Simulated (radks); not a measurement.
Q: Ionisation of the magnesium ion Mg9+, [He] 2s1, to [He] as the strength of local exchange is varied. Method: Dirac Kohn-Sham, Slater X-alpha exchange (alpha = 2/3 is LDA exchange), no correlation, spin-unpolarised, spherical densities, point nucleus; computed with a radial shooting solver on a logarithmic mesh with Libxc functionals.

| alpha | E(Mg9+) (hartree) | exchange (hartree) | IE (eV) | -e of the level emptied (eV) | <r> of it (bohr) |
|---|---|---|---|---|---|
| 0.616 | -148.61557 | -6.50365 | 360.61 | 342.59 (2s1/2) | 0.5614 |
| 0.639 | -148.85851 | -6.75261 | 361.38 | 343.48 (2s1/2) | 0.5607 |
| 0.667 | -149.15457 | -7.05629 | 362.31 | 344.56 (2s1/2) | 0.5599 |
| 0.774 | -150.28892 | -8.22282 | 365.90 | 348.72 (2s1/2) | 0.5567 |
| 0.872 | -151.33206 | -9.29961 | 369.20 | 352.55 (2s1/2) | 0.5538 |
| 0.934 | -151.99407 | -9.98499 | 371.29 | 354.98 (2s1/2) | 0.5520 |
| ? | -150.01285 | -7.93849 | 365.02 | 347.70 (2s1/2) | 0.5575 |

Which alpha was used in the last row?

A: alpha = 0.748. NIST Atomic Spectra Database: 367.49 eV (theoretical). The Delta-SCF value meets it near alpha = 0.82. Spin polarisation and multiplet splitting are left out, so open shells lie too high by an amount that depends on their filling.

Beside tabulated values, note that spin-unpolarised runs miss the spin-polarisation part of the exchange energy of open shells.
